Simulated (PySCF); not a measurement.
C$_{3}$H$_{4}$BClO (SMILES C#CB(Cl)OC), singlet, geometry from GFN2-xTB, atoms displaced at random by about 0.03 Å a coordinate; R2SCAN/6-31G, gradient by finite differences (PySCF).

The PySCF input:
```python
from pyscf import gto, scf, dft

mol = gto.M(
    atom='''
B     0.10731617    0.08667913   -0.06127701
C     0.91321342    1.43727351   -0.29068221
C     1.49426594    2.43890215   -0.43651158
H     2.09212149    3.33074698   -0.52289545
Cl   -0.31317132   -0.24739529    1.46969444
O    -0.14830386   -0.63649878   -1.13760842
C    -0.93534677   -1.83016876   -1.13531802
H    -1.81622775   -1.69932826   -1.75359746
H    -0.27517283   -2.54562859   -1.58952229
H    -1.25243811   -2.15408744   -0.13926703
''',
    basis='6-31g',
    verbose=4,
)

mf = dft.RKS(mol)
mf.xc = 'r2scan'
mf.conv_tol = 1e-11
mf.kernel()
scan, done = mf.as_scanner(), []
scan.scf_summary = {}
def energy(d):
    c = mol.atom_coords()
    c[6, 2] += d
    e = scan(mol.set_geom_(c, unit='Bohr', inplace=False))
    done.append(scan.converged)
    return e
h = 1e-4
fd = (energy(h) - energy(-h)) / (2 * h)
print('dE/dx =', fd)
```

What does PySCF print? Leave out banner, timings and long lists.


```
PySCF version 2.14.0

[INPUT] verbose = 4
[INPUT] num. atoms = 10
[INPUT] num. electrons = 52
[INPUT] charge = 0
[INPUT] spin (= nelec alpha-beta = 2S) = 0
[INPUT] symmetry False subgroup None
[INPUT] Mole.unit = angstrom
[INPUT] Symbol           X                Y                Z      unit          X                Y                Z       unit  Magmom
[...]
nuclear repulsion = 244.295880716108
number of shells = 40
number of NR pGTOs = 172
number of NR cGTOs = 66
basis = 6-31g
ecp = {}

******** <class 'pyscf.dft.rks.RKS'> ********
method = RKS
initial guess = minao
damping factor = 0
level_shift factor = 0
DIIS = <class 'pyscf.scf.diis.CDIIS'>
diis_start_cycle = 1
diis_space = 8
diis_damp = 0
SCF conv_tol = 1e-11
SCF conv_tol_grad = None
SCF max_cycles = 50
direct_scf = True
direct_scf_tol = 1e-13
XC library pyscf.dft.libxc version 7.1.2
    S. Lehtola, C. Steigemann, M. J. T. Oliveira, and M. A. L. Marques,  SoftwareX 7, 1–5 (2018)
XC functionals = r2scan
    J. W. Furness, A. D. Kaplan, J. Ning, J. P. Perdew, and J. Sun,  J. Phys. Chem. Lett. 11, 8208–8215 (2020)
    J. W. Furness, A. D. Kaplan, J. Ning, J. P. Perdew, and J. Sun,  J. Phys. Chem. Lett. 11, 9248–9248 (2020)
    J. W. Furness, A. D. Kaplan, J. Ning, J. P. Perdew, and J. Sun,  J. Phys. Chem. Lett. 11, 8208–8215 (2020)
    J. W. Furness, A. D. Kaplan, J. Ning, J. P. Perdew, and J. Sun,  J. Phys. Chem. Lett. 11, 9248–9248 (2020)
radial grids:
    Treutler-Ahlrichs [JCP 102, 346 (1995); DOI:10.1063/1.469408] (M4) radial grids

becke partition: Becke, JCP 88, 2547 (1988); DOI:10.1063/1.454033
pruning grids: <function nwchem_prune>
grids dens level: 3
symmetrized grids: False
atomic radii adjust function: <function treutler_atomic_radii_adjust>
small_rho_cutoff = 0
Set gradient conv threshold to 3.16228e-06
Initial guess from minao.
tot grids = 128600
init E= -677.541876375969
[...]
cycle= 1 E= -676.646786054486  delta_E= 0.895  |g|= 0.628  |ddm|= 3.47
[...]
cycle= 2 E= -676.41750086633  delta_E= 0.229  |g|= 1.23  |ddm|=    2
[...]
cycle= 3 E= -676.726602062133  delta_E= -0.309  |g|= 0.201  |ddm|= 1.42
[...]
cycle= 4 E= -676.737146107814  delta_E= -0.0105  |g|= 0.0454  |ddm|= 0.276
[...]
cycle= 5 E= -676.737123379266  delta_E= 2.27e-05  |g|= 0.0481  |ddm|=  0.1
[...]
cycle= 6 E= -676.737738480885  delta_E= -0.000615  |g|= 0.00645  |ddm|= 0.0506
[...]
cycle= 7 E= -676.737750197206  delta_E= -1.17e-05  |g|= 0.00105  |ddm|= 0.00918
[...]
[...]
converged SCF energy = -676.737750523112
converged SCF energy = -676.737750206911
[...]
   7 C     -0.935346770000  -1.830168760000  -1.135370937721 AA   -1.767549226797  -3.458517718135  -2.145540122083 Bohr
   8 H     -1.816227750000  -1.699328260000  -1.753597460000 AA   -3.432173027335  -3.211265007134  -3.313818932133 Bohr
   9 H     -0.275172830000  -2.545628590000  -1.589522290000 AA   -0.520001285622  -4.810540849963  -3.003761796991 Bohr
  10 H     -1.252438110000  -2.154087440000  -0.139267030000 AA   -2.366765015868  -4.070635309965  -0.263176544882 Bohr

******** <class 'pyscf.scf.hf.RKS_Scanner'> ********
method = RKS_Scanner
initial guess = minao
damping factor = 0
level_shift factor = 0
DIIS = <class 'pyscf.scf.diis.CDIIS'>
diis_start_cycle = 1
diis_space = 8
diis_damp = 0
SCF conv_tol = 1e-11
SCF conv_tol_grad = None
SCF max_cycles = 50
direct_scf = True
direct_scf_tol = 1e-13
XC library pyscf.dft.libxc version 7.1.2
    S. Lehtola, C. Steigemann, M. J. T. Oliveira, and M. A. L. Marques,  SoftwareX 7, 1–5 (2018)
XC functionals = r2scan
    J. W. Furness, A. D. Kaplan, J. Ning, J. P. Perdew, and J. Sun,  J. Phys. Chem. Lett. 11, 8208–8215 (2020)
    J. W. Furness, A. D. Kaplan, J. Ning, J. P. Perdew, and J. Sun,  J. Phys. Chem. Lett. 11, 9248–9248 (2020)
    J. W. Furness, A. D. Kaplan, J. Ning, J. P. Perdew, and J. Sun,  J. Phys. Chem. Lett. 11, 8208–8215 (2020)
    J. W. Furness, A. D. Kaplan, J. Ning, J. P. Perdew, and J. Sun,  J. Phys. Chem. Lett. 11, 9248–9248 (2020)
radial grids:
    Treutler-Ahlrichs [JCP 102, 346 (1995); DOI:10.1063/1.469408] (M4) radial grids

becke partition: Becke, JCP 88, 2547 (1988); DOI:10.1063/1.454033
pruning grids: <function nwchem_prune>
grids dens level: 3
symmetrized grids: False
atomic radii adjust function: <function treutler_atomic_radii_adjust>
small_rho_cutoff = 0
Set gradient conv threshold to 3.16228e-06
tot grids = 128600
init E= -676.737759893693
[...]
cycle= 1 E= -676.737750832433  delta_E= 9.06e-06  |g|= 4.57e-05  |ddm|= 0.000214
[...]
cycle= 2 E= -676.737750832815  delta_E= -3.82e-10  |g|= 3.59e-05  |ddm|= 0.000137
[...]
cycle= 3 E= -676.737750833085  delta_E= -2.7e-10  |g|= 2.37e-05  |ddm|= 7.02e-05
[...]
cycle= 4 E= -676.737750833204  delta_E= -1.2e-10  |g|= 3.95e-06  |ddm|= 2.36e-05
[...]
cycle= 5 E= -676.737750833206  delta_E= -1.59e-12  |g|= 1.24e-06  |ddm|= 4.36e-06
[...]
Extra cycle  E= -676.737750833201  delta_E= 4.66e-12  |g|= 3.5e-06  |ddm|= 4.56e-06
converged SCF energy = -676.737750833201
dE/dx = 0.00313144823849143
```
